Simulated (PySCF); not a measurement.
A structure optimised at PBE-D3(BJ)/def2-SVP, used in a PySCF frequency run:

```xyz
8

Ga    -0.4674     0.0530     0.0000
H     -2.0156    -0.1646     0.0000
Cl     0.4680     1.9911     0.0000
O      0.7238    -1.2879     0.0000
C      0.3378    -2.6485     0.0000
H      0.7488    -3.1627    -0.8977
H      0.7488    -3.1627     0.8977
H     -0.7675    -2.8078     0.0000
```

Q: Write its SMILES, formula and point group.

A: C[O][GaH][Cl], CH4ClGaO, Cs

Q: What are its rotational constants (standard atomic weights)?

A: 12.597, 1.8036, 1.5939 GHz
